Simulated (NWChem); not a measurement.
System: C2H5ClOSi; SMILES [SiH2](CC=O)Cl

NWChem input:

```
start job
memory heap 200 mb stack 900 mb global 1100 mb
geometry units angstroms noautosym nocenter noautoz
  O      0.584877    -2.705407     0.410522
  C      0.575571    -1.753869    -0.323539
  C     -0.657812    -0.990745    -0.702177
  Si    -0.891443     0.602536     0.283656
  Cl     0.721051     1.857525    -0.061958
  H      1.526578    -1.356161    -0.762902
  H     -0.625228    -0.704220    -1.766774
  H     -1.545883    -1.616656    -0.511724
  H     -0.958272     0.313756     1.740788
  H     -2.129671     1.287272    -0.178362
end
basis spherical
  * library def2-svp
end
dft
  xc pbe0
  iterations 150
end
cosmo
  do_cosmo_smd true
  solvent octanol
end
task dft energy
```

Parts of the log:

```
             Northwest Computational Chemistry Package (NWChem) 7.3.0
             --------------------------------------------------------

                             Geometry "geometry" -> ""
                             -------------------------

 Output coordinates in angstroms (scale by  1.889725989 to convert to a.u.)

  No.       Tag          Charge          X              Y              Z
 ---- ---------------- ---------- -------------- -------------- --------------
    1 O                    8.0000     0.58487700    -2.70540700     0.41052200
    2 C                    6.0000     0.57557100    -1.75386900    -0.32353900
    3 C                    6.0000    -0.65781200    -0.99074500    -0.70217700
    4 Si                  14.0000    -0.89144300     0.60253600     0.28365600
    5 Cl                  17.0000     0.72105100     1.85752500    -0.06195800
    6 H                    1.0000     1.52657800    -1.35616100    -0.76290200
    7 H                    1.0000    -0.62522800    -0.70422000    -1.76677400
    8 H                    1.0000    -1.54588300    -1.61665600    -0.51172400
    9 H                    1.0000    -0.95827200     0.31375600     1.74078800
   10 H                    1.0000    -2.12967100     1.28727200    -0.17836200

 Effective nuclear repulsion energy (a.u.)     265.9630695980

                                 NWChem DFT Module
                                 -----------------

 Summary of "ao basis" -> "ao basis" (spherical)
 ------------------------------------------------------------------------------
       Tag                 Description            Shells   Functions and Types
 ---------------- ------------------------------  ------  ---------------------
 O                          def2-svp                 6       14   3s2p1d
 C                          def2-svp                 6       14   3s2p1d
 Si                         def2-svp                 8       18   4s3p1d
 Cl                         def2-svp                 8       18   4s3p1d
 H                          def2-svp                 3        5   2s1p

 in cosmo_initialize ...
 calling solv_data for solv:octanol

 solvent parameters
 solvname_short: octanol
 solvname_long:  1-octanol
 dielec:        9.8629
 dielecinf:     2.0435
 nonaqueous SMD model solvent descriptors
 dielec:        9.8629
 sola:          0.3700
 solb:          0.4800
 solc:          0.0000
 solg:         39.0100
 solh:          0.0000
 soln:          1.4295

          ---------------
          -cosmo- solvent
          ---------------
 Cosmo: York-Karplus, doi: 10.1021/jp992097l
 dielectric constant -eps-     =   9.86
 screen = (eps-1)/(eps    )    =   0.89861
 surface charge correction     = lagrangian

   van der Waals surface
 --------------------------

 ---------- ATOMIC COORDINATES (A.U.) ------------ VDWR(ANG.) --
     1    1.10525727   -5.11247792    0.77577409     1.628
     2    1.08767148   -3.31433183   -0.61140006     1.850
     3   -1.24308443   -1.87223657   -1.32692213     1.850
     4   -1.68458300    1.13862794    0.53603212     2.470
     5    1.36258881    3.51021327   -0.11708364     2.380
     6    2.88481412   -2.56277269   -1.44167574     1.200
     7   -1.18150960   -1.33078284   -3.33871874     1.200
     8   -2.92129528   -3.05503686   -0.96701814     1.200
     9   -1.81087150    0.59291287    3.28961232     1.200
    10   -4.02449464    2.43259135   -0.33705531     1.200
 number of segments per atom =        128
 number of   points per atom =        128
 atom (   nspa,  nppa )
 ----------------------
    1 (     80,     0 )       0
    2 (     47,     0 )       0
    3 (     24,     0 )       0
    4 (     68,     0 )       0
    5 (     90,     0 )       0
    6 (     56,     0 )       0
    7 (     48,     0 )       0
    8 (     51,     0 )       0
    9 (     31,     0 )       0
   10 (     32,     0 )       0
 number of -cosmo- surface points =      527
 molecular surface =    142.713 angstrom**2
 molecular volume  =    132.872 angstrom**3
 -lineq- algorithm             =   0
 -bem- low  level              =   3
 -bem- from -octahedral-
 gaussian surface charge width =   4.50000
 degree of switching           =   1.00000
 switching function tolerance  =   0.00010
 atomic radii =
 --------------
    1  8.000  1.628
    2  6.000  1.850
    3  6.000  1.850
    4 14.000  2.470
    5 17.000  2.380
    6  1.000  1.200
    7  1.000  1.200
    8  1.000  1.200
    9  1.000  1.200
   10  1.000  1.200
 ...... end of -cosmo- initialization ......

 nat:                    10
 ixmem:                  5529
 calling mnsol_interface()
 G(SMD-CDS) energy (kcal/mol)  =     0.719
 SMD-CDS SASA (angstrom**2)    =   159.680

            General Information
            -------------------
          SCF calculation type: DFT
          Wavefunction type:  closed shell.
          No. of atoms     :    10
          No. of electrons :    56
           Alpha electrons :    28
            Beta electrons :    28
          Charge           :     0
          Spin multiplicity:     1
          Use of symmetry is: off; symmetry adaption is: off
          Maximum number of iterations: 150
          AO basis - number of functions:   103
                     number of shells:    49
          Convergence on energy requested:  1.00D-06
          Convergence on density requested:  1.00D-05
          Convergence on gradient requested:  5.00D-04

              XC Information
              --------------
                         PBE0 Method XC Functional
                     Hartree-Fock (Exact) Exchange  0.250
          PerdewBurkeErnzerhof Exchange Functional  0.750
            Perdew 1991 LDA Correlation Functional  1.000 local
           PerdewBurkeErnz. Correlation Functional  1.000 non-local

             Grid Information
             ----------------
          Grid used for XC integration:  medium
          Radial quadrature: Mura-Knowles
          Angular quadrature: Lebedev.
          Tag              B.-S. Rad. Rad. Pts. Rad. Cut. Ang. Pts.
          ---              ---------- --------- --------- ---------
          O                   0.60       49          12.0       434
          C                   0.70       49          11.0       434
          Si                  1.10       88          10.0       590
          Cl                  1.00       88          11.0       590
          H                   0.35       45          11.0       434
          Grid pruning is: on
          Number of quadrature shells:   548
          Spatial weights used:  Erf1

      Superposition of Atomic Density Guess
      -------------------------------------

 Sum of atomic energies:        -900.49923350

      Non-variational initial energy
      ------------------------------

 Total energy =    -902.629680
 1-e energy   =   -1771.133464
 2-e energy   =     602.540715
 HOMO         =      -0.325387
 LUMO         =      -0.019886

   convergence    iter        energy       DeltaE   RMS-Dens  Diis-err
 ---------------- ----- ----------------- --------- --------- ---------
     COSMO gas phase
 d= 0,ls=0.0,diis     1   -903.2514076987 -1.17D+03  2.18D-02  9.82D-01
 d= 0,ls=0.0,diis     2   -902.9774286807  2.74D-01  1.53D-02  3.83D+00
 d= 0,ls=0.0,diis     3   -903.3731798831 -3.96D-01  1.98D-03  3.57D-02
 d= 0,ls=0.0,diis     4   -903.3761359851 -2.96D-03  8.81D-04  9.17D-03
 d= 0,ls=0.0,diis     5   -903.3773715509 -1.24D-03  1.15D-04  1.15D-04
  Resetting Diis
 d= 0,ls=0.0,diis     6   -903.3773857359 -1.42D-05  2.63D-05  8.70D-06
 d= 0,ls=0.0,diis     7   -903.3773866907 -9.55D-07  2.58D-05  1.05D-06
 d= 0,ls=0.0,diis     8   -903.3773865450  1.46D-07  1.25D-05  2.63D-06
 d= 0,ls=0.0,diis     9   -903.3773868130 -2.68D-07  1.77D-06  9.83D-08

   convergence    iter        energy       DeltaE   RMS-Dens  Diis-err
 ---------------- ----- ----------------- --------- --------- ---------
     COSMO solvation phase
 d= 0,ls=0.0,diis     1   -903.3841144380 -6.73D-03  2.29D-03  4.77D-03
 d= 0,ls=0.0,diis     2   -903.3847844927 -6.70D-04  5.77D-04  9.24D-03
 d= 0,ls=0.0,diis     3   -903.3856652316 -8.81D-04  1.47D-04  1.47D-04
 d= 0,ls=0.0,diis     4   -903.3856803733 -1.51D-05  5.82D-05  4.16D-05
 d= 0,ls=0.0,diis     5   -903.3856852831 -4.91D-06  1.59D-05  2.47D-06
 d= 0,ls=0.0,diis     6   -903.3856856233 -3.40D-07  2.72D-06  6.17D-08

         Total DFT energy =     -903.385685623309
      One electron energy =    -1773.944917348434
           Coulomb energy =      674.871078312388
    Exchange-Corr. energy =      -70.021873755816
 Nuclear repulsion energy =      265.963069597970

             COSMO energy =       -0.253042429417

 Numeric. integr. density =       55.999970597570

                                COSMO-SMD solvation results
                                ---------------------------

             internal energy in gas <Psi(g)|H|Psi(g)> =      -903.377386813029
         internal energy in solvent <Psi(s)|H|Psi(s)> =      -903.375442146179
                               delta internal energy  =         0.001944666850 (    1.22 kcal/mol)
   total free energy in solvent <Psi(s)|H+V/2|Psi(s)> =      -903.386832121390
 polarization energy contribution <Psi(s)|V/2|Psi(s)> =        -0.011389975211 (   -7.15 kcal/mol)
    total free energy in solvent including G(SMD-CDS) =      -903.385685623309
                       G(SMD-CDS) energy contribution =         0.001146498082 (    0.72 kcal/mol)
     1 M fixed-concentration free energy of solvation =        -0.008298810280 (   -5.21 kcal/mol)

                       DFT Final Molecular Orbital Analysis
                       ------------------------------------

 Vector   26  Occ=2.000000D+00  E=-3.291680D-01
              MO Center= -1.2D-02,  1.3D+00,  3.0D-02, r^2= 3.6D+00
   Bfn.  Coefficient  Atom+Function         Bfn.  Coefficient  Atom+Function
  ----- ------------  ---------------      ----- ------------  ---------------
    72      0.362527   5 Cl py               71     -0.313349   5 Cl px
    69      0.258126   5 Cl py               73     -0.248153   5 Cl pz
    99     -0.229169  10 H  s                68     -0.226446   5 Cl px
    70     -0.178528   5 Cl pz              100     -0.171232  10 H  s
    31      0.158469   3 C  s                66      0.150726   5 Cl py

 Vector   27  Occ=2.000000D+00  E=-3.254821D-01
              MO Center=  6.7D-02,  6.6D-01,  9.5D-02, r^2= 4.2D+00
   Bfn.  Coefficient  Atom+Function         Bfn.  Coefficient  Atom+Function
  ----- ------------  ---------------      ----- ------------  ---------------
    73      0.441911   5 Cl pz               70      0.316331   5 Cl pz
    72      0.210484   5 Cl py               94     -0.204992   9 H  s
    33      0.188780   3 C  py               67      0.184353   5 Cl pz
    34      0.167242   3 C  pz               31      0.154996   3 C  s
    52     -0.148815   4 Si pz               69      0.149549   5 Cl py

 Vector   28  Occ=2.000000D+00  E=-2.763698D-01
              MO Center=  4.8D-01, -2.1D+00,  2.8D-02, r^2= 2.4D+00
   Bfn.  Coefficient  Atom+Function         Bfn.  Coefficient  Atom+Function
  ----- ------------  ---------------      ----- ------------  ---------------
     4      0.538197   1 O  px                7      0.409425   1 O  px
    79     -0.255468   6 H  s                31      0.242738   3 C  s
    32      0.185999   3 C  px               18     -0.173209   2 C  px
    33     -0.166938   3 C  py               80     -0.167116   6 H  s
    35      0.142145   3 C  px               36     -0.130837   3 C  py

 Vector   29  Occ=0.000000D+00  E=-2.768366D-02
              MO Center=  2.7D-01, -1.6D+00, -1.1D-01, r^2= 3.0D+00
   Bfn.  Coefficient  Atom+Function         Bfn.  Coefficient  Atom+Function
  ----- ------------  ---------------      ----- ------------  ---------------
    23      0.423006   2 C  pz               20      0.393192   2 C  pz
     9     -0.330098   1 O  pz               22      0.309525   2 C  py
     6     -0.305654   1 O  pz               53      0.286723   4 Si px
    19      0.276780   2 C  py              100      0.269224  10 H  s
    45     -0.263020   4 Si s                 8     -0.256472   1 O  py

 Vector   30  Occ=0.000000D+00  E= 2.574001D-02
              MO Center= -7.8D-01,  6.6D-01,  2.6D-01, r^2= 3.8D+00
   Bfn.  Coefficient  Atom+Function         Bfn.  Coefficient  Atom+Function
  ----- ------------  ---------------      ----- ------------  ---------------
    54      0.793526   4 Si py               53      0.726435   4 Si px
    64     -0.560612   5 Cl s                71      0.489325   5 Cl px
    31      0.459332   3 C  s                45      0.450457   4 Si s
    72      0.322555   5 Cl py               50      0.223331   4 Si px
    63     -0.203399   5 Cl s                44      0.189617   4 Si s

 Vector   31  Occ=0.000000D+00  E= 5.187562D-02
              MO Center= -8.3D-01,  5.1D-01,  1.6D-01, r^2= 4.4D+00
   Bfn.  Coefficient  Atom+Function         Bfn.  Coefficient  Atom+Function
  ----- ------------  ---------------      ----- ------------  ---------------
    31      1.659428   3 C  s                54      0.921575   4 Si py
    53     -0.837804   4 Si px               55      0.787981   4 Si pz
   100     -0.673210  10 H  s                95     -0.452458   9 H  s
    85     -0.429888   7 H  s                36      0.369251   3 C  py
    17     -0.358986   2 C  s                90     -0.335275   8 H  s

     Multipole analysis of the density
     ---------------------------------

     L   x y z        total         alpha         beta         nuclear
     -   - - -        -----         -----         ----         -------
     0   0 0 0     -0.000000    -28.000000    -28.000000     56.000000

     1   1 0 0     -0.786206     -0.611138     -0.611138      0.436071
     1   0 1 0      0.522909      0.425407      0.425407     -0.327905
     1   0 0 1     -0.765924      0.969322      0.969322     -2.704568

     2   2 0 0    -31.428674    -83.295774    -83.295774    135.162873
     2   1 1 0      0.992316      3.582608      3.582608     -6.172900
     2   1 0 1     -0.698679      1.939457      1.939457     -4.577593
     2   0 2 0    -42.095460   -294.847080   -294.847080    547.598701
     2   0 1 1      3.277579     -2.919073     -2.919073      9.115725
     2   0 0 2    -31.856017    -39.414619    -39.414619     46.973221
```

Level: PBE0/def2-SVP, SMD on the gas-phase geometry. Structure relaxed at the PBE0/def2-SVP level. Solvent: 1-octanol.
